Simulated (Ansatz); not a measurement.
The same bond dissociation along the group C, Si, Ge, Sn.

Gas-phase electronic energies from Ansatz, PBE0-D4/def2-TZVP geometries. CCSD(T)/CBS adds triple-zeta CCSD(T) − MP2 to the extrapolated MP2 energy (def2 sets, frozen cores). Small cases extrapolate CCSD(T) itself. DFT in def2-TZVPP. B3LYP here is the variant with VWN-RPA as its local correlation; programs differ in this. No spin–orbit coupling; open shells (•) take unrestricted orbitals. def2 core potentials past Kr. For Ge, Sn outer-core shells are correlated without core-valence functions, so the limit isn't a true one: a few kJ/mol of doubt a bond, and 10 to 20 or more in all where bonds break to atoms. Scalar relativity is left out up to krypton.

```csv
reaction,PBE0-D4 (kJ/mol),B3LYP-D4 (kJ/mol)
`FCF` → `F[CH]F`• + H•,434,443
`F[SiH2]F` → `F[SiH]F`• + H•,402,415
`[F][GeH2][F]` → `[F][GeH][F]`• + H•,359,365
`[F][SnH2][F]` → `[F][SnH][F]`• + H•,308,311
```

Q: Give the CCSD(T)/CBS values in the same order. (Best estimate.)

A: The calculation gave: 459, 427, 388, 333 kJ/mol.

Largest T1 diagnostic: 0.018, for `[F][SnH][F]`•.

Extrapolated directly: `F[SiH2]F` → `F[SiH]F`• + H•.
